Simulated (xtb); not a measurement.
Species: H₆InN₃, SMILES `[NH2][In]([NH2])[NH2]` (charge 0, multiplicity 1).

Give a relaxed geometry from xtb with GFN2-xTB.

One answer among several that fit: the end point of this relaxation, one of several conformers (outside a Z-matrix the atoms follow the SMILES, hydrogens last).
Z-matrix (Å, degrees):
```
In
N 1 2.0562
H 2 1.0153 1 112.53
H 2 1.0155 3 106.73 1 121.66
N 1 2.0565 2 121.94 3 -33.08
H 5 1.0154 1 112.45 2 32.68
H 5 1.0155 6 106.74 1 -121.81
N 1 2.0581 2 118.63 3 154.94
H 8 1.0162 1 110.11 2 145.26
H 8 1.0163 9 106.42 1 119.13
```
